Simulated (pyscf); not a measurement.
## `[NH2][SiH]([F])[O][SiH3]`, singlet

Gas-phase minimum from PySCF at ωB97X-D3(BJ)/def2-SVP, one conformer. 

```
O
Si 1 1.6459
F 2 1.6226 1 110.72
Si 1 1.6704 2 131.11 3 85.30
N 2 1.7125 3 104.70 1 117.52
H 5 1.0136 2 122.74 3 -179.43
H 5 1.0138 6 112.31 2 158.21
H 2 1.4769 3 107.15 5 126.11
H 4 1.4866 1 107.81 2 -167.89
H 4 1.4897 9 109.68 1 -120.84
H 4 1.4916 9 109.19 10 -119.64
```
Charge 0, spin multiplicity 1.

Properties at ωB97X-D3(BJ)/def2-SVP:

```json
{
  "harmonic_wavenumbers_unscaled": "58, 92, 103, 153, 278, 314, 329, 425, 650, 739, 747, 757, 847, 859, 921, 964, 973, 976, 1013, 1087, 1541, 2256, 2270, 2286, 2333, 3633, 3732 cm⁻¹",
  "zero_point_energy": "43.4 kcal/mol",
  "rotational_symmetry_number": "1",
  "Entropy of this conformer at 298 K and 1 atm, rigid rotor and harmonic oscillator, modes under 100 cm⁻¹ raised to 100": "365.8 J/(mol K)",
  "dipole_moment": "2.53 D"
}
```

Single-point totals, which compare only within one level:

| level | total energy (hartree) |
|---|---|
| ωB97X-D3(BJ)/def2-TZVP | -812.81989 |
| PBE/def2-TZVP | -812.17263 |
| r²SCAN/def2-TZVP | -812.56913 |
| B3LYP-D3(BJ)/def2-TZVP | -812.79309 |
| PBE0-D3(BJ)/def2-TZVP | -812.24620 |
| M06-2X/def2-TZVP | -812.60654 |
| ωB97M-D3(BJ)/def2-TZVP | -812.86347 |

Soft torsions are taken as harmonic, which can shift the entropy by several J/(mol K).
